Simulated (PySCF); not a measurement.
Name the molecule from its bond curve

A diatomic of charge 0 contains Sn. Its doublet curve at PBE0 in a triple-zeta basis (spin-free X2C with a Gaussian nucleus, PySCF), in eV from the separated fragments:

| R (Å) | E (eV) |
| --- | --- |
| 1.687 | -1.302 |
| 1.765 | -2.055 |
| 1.843 | -2.451 |
| 1.902 | -2.581 |
| 1.961 | -2.608 |
| 2.020 | -2.565 |
| 2.098 | -2.443 |
| 2.196 | -2.233 |
| 2.314 | -1.945 |
| 2.471 | -1.554 |

The fit gives ωe = 679 cm⁻¹ and the rotational constant Bₑ = 0.3531 cm⁻¹.

**Question.** Which atom is the partner?

**Answer.** The minimum lies at 1.951 Å, so the reduced mass is 16.8576 u Å² cm⁻¹/(Bₑ·Re²) = 12.54 u. With Sn at 119.90 u the partner weighs about 14.0 u: N. The molecule is SnN.

Spin–orbit coupling is left out. The state is the lowest determinant that a PBE0 search found; another state may lie lower at other levels.
